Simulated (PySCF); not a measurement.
# UHF on Ni³⁺ (nickel, charge +3)

Configuration: [Ar] 3d7, high-spin 4F determinant. Computed with PySCF 2.14 in def2-TZVPPD (6s6p4d2f1g, 67 functions), with no relativity, point nucleus.

```
Total energy                                     : -1504.798805 hartree
One-electron energy                              : -2053.7850 hartree
Hartree (Coulomb) energy                         : 609.9436 hartree
Exchange energy                                  : -60.9575 hartree
Kinetic energy                                   : 1504.85833 hartree
⟨S²⟩                                             : 3.7531
⟨L²⟩                                             : 12.024
Sum of ⟨r⟩                                       : 14.19 bohr
Sum of ⟨r²⟩                                      : 12.78 bohr²
Density at the nucleus (Gaussians lack the cusp) : 14500 bohr⁻³
Spin density at the nucleus                      : 0.378 bohr⁻³
Langevin diamagnetic susceptibility              : -10.1 ×10⁻⁶ cm³/mol
```

| shell | electrons | mean orbital energy (hartree) | spread (hartree) | rms radius, mean of both spins (bohr) |
| --- | --- | --- | --- | --- |
| 1s α | 1 | -307.09718 | 0 | 0.0635 |
| 1s β | 1 | -307.09416 | 0 | 0.0635 |
| 2s α | 1 | -39.46818 | 0 | 0.268 |
| 2s β | 1 | -39.34384 | 0 | 0.268 |
| 2p α | 3 | -34.49165 | 0 | 0.239 |
| 2p β | 3 | -34.37013 | 0 | 0.239 |
| 3s α | 1 | -6.48512 | 0 | 0.799 |
| 3s β | 1 | -6.17579 | 0 | 0.799 |
| 3p α | 3 | -4.89961 | 0 | 0.839 |
| 3p β | 3 | -4.52676 | 0 | 0.839 |
| 3d α | 5 | -2.22600 | 0.05950 | 0.984 |
| 3d β | 2 | -2.07695 | 0 | 0.984 |

Spin-orbit constants ζ (cm⁻¹) from the X2C one-electron operator on these orbitals (non-relativistic here): bare nucleus, nucleus screened by l(l+1)(2l+1)/3 electrons, and screened by the Breit-Pauli mean field of the electrons.

| shell | bare | screened nucleus | mean field |
| --- | --- | --- | --- |
| 2p | 93730 | 87040 | 83860 |
| 3p | 11950 | 11100 | 10620 |
| 3d | 1286 | 826.9 | 754.8 |

To first order the Landé constant is A = -251.6 cm⁻¹, so the lowest level has J = 9/2 and lies 0.140 eV below the centre of the term. This holds in LS coupling only.
